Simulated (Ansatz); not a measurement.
Cost and result for the atomization energy of `C[B]1C[BH][Al]1[CH3]` (15 atoms, 15 bonds).

```xyz
15

C     0.8697    2.1873   -0.5677
B     0.1720    0.9123    0.0018
C    -0.8058    0.9376    1.2468
B    -0.3491   -0.3871    1.8508
Al    0.0127   -1.2380   -0.0314
C    -0.1372   -2.7999   -1.1980
H     0.3687    3.1266   -0.3131
H     1.0625    2.1550   -1.6414
H     1.8557    2.2237   -0.0798
H    -1.1141    1.8447    1.7673
H    -1.4497    0.7932    0.3048
H     0.0746   -0.4150    2.9709
H     0.0969   -3.7289   -0.6719
H    -1.1667   -2.8877   -1.5637
H     0.5099   -2.7239   -2.0755
```

Total charge 0; spin multiplicity 1. The structure was optimised at the PBE0-D4/def2-TZVP level. Program: Ansatz. All runs use 4 threads of an Intel Xeon 6975P-C on a shared host. Times are those of one run each, without the atoms' runs, and a repeat can differ threefold. Electronic energies, without spin–orbit coupling; frozen cores. CCSD(T)/CBS adds CCSD(T) − MP2 in def2-TZVPP to the MP2 limit, and its time is that of the two runs behind it. T1 = 0.013.

CCSD(T)/CBS is a level of theory with its own doubt, some kJ/mol a heavy atom from the limit and from the frozen cores, so smaller differences don't rank the functionals.

```json
{"level": "LDA (SPW92)/def2-TZVPP", "functions": "323", "wall time": "1.7 s"}
{"level": "PBE-D4/def2-TZVPP (with forces)", "functions": "323", "wall time": "3 s"}
{"level": "BHLYP-D4/def2-TZVPP", "functions": "323", "wall time": "4.8 s"}
{"level": "r2SCAN-D4/def2-TZVPP (with forces)", "functions": "323", "wall time": "4.8 s"}
{"level": "CAM-B3LYP-D4/def2-TZVPP", "functions": "323", "wall time": "5.5 s"}
{"level": "r2SCANh-D4/def2-TZVPP", "functions": "323", "wall time": "6 s"}
{"level": "CCSD(T)/def2-SVP", "functions": "133", "wall time": "6 s"}
{"level": "PBE-QIDH/def2-TZVPP", "functions": "323", "wall time": "7 s"}
{"level": "B2PLYP/def2-TZVPP", "functions": "323", "wall time": "7.5 s"}
{"level": "ωB97X-V/def2-TZVPP", "functions": "323", "wall time": "11 s"}
{"level": "MP2/def2-QZVPP", "functions": "625", "wall time": "38 s"}
{"level": "CCSD(T)/def2-TZVPP", "functions": "323", "wall time": "6.1 min"}
{"level": "CCSD(T)/CBS(def2)", "functions": "–", "wall time": "6.7 min"}
```

Q: What atomization energy does each give, and how far from CCSD(T)/CBS? (Best estimate.)

A: Computed: 
| level | atomization (kcal/mol) | difference from CCSD(T)/CBS | per bond |
| --- | --- | --- | --- |
| LDA (SPW92)/def2-TZVPP | 1496.2 | 182.7 | 12.2 |
| PBE-D4/def2-TZVPP (with forces) | 1346.2 | 32.7 | 2.2 |
| BHLYP-D4/def2-TZVPP | 1293.8 | -19.7 | -1.3 |
| r2SCAN-D4/def2-TZVPP (with forces) | 1332.1 | 18.6 | 1.2 |
| CAM-B3LYP-D4/def2-TZVPP | 1324.2 | 10.7 | 0.7 |
| r2SCANh-D4/def2-TZVPP | 1327.0 | 13.5 | 0.9 |
| CCSD(T)/def2-SVP | 1262.3 | -51.2 | -3.4 |
| PBE-QIDH/def2-TZVPP | 1322.7 | 9.2 | 0.6 |
| B2PLYP/def2-TZVPP | 1305.7 | -7.8 | -0.5 |
| ωB97X-V/def2-TZVPP | 1322.3 | 8.8 | 0.6 |
| MP2/def2-QZVPP | 1319.5 | 6.0 | 0.4 |
| CCSD(T)/def2-TZVPP | 1285.7 | -27.8 | -1.9 |
| CCSD(T)/CBS(def2) | 1313.5 | 0.0 | 0.0 |

In def2-TZVPP, CCSD(T) changes the Hartree–Fock value by +281.5 kcal/mol (the triples alone add +17.6 kcal/mol) and MP2 by +298.9 kcal/mol; breaking electron pairs costs correlation energy, which Hartree–Fock lacks. Leaving LDA and LC-ωPBE aside and taking each functional with its dispersion term where it has one, the values spread over 52.3 kcal/mol, from BHLYP-D4 to PBE-D4. LDA lies +157.0 kcal/mol from PBE without D4, its usual overbinding. From r2SCAN to r2SCAN0 (25 % exact exchange), in def2-TZVPP and without D4, the atomization energy moves by −12.6 kcal/mol: exact exchange takes away binding that semilocal exchange gives to molecules.
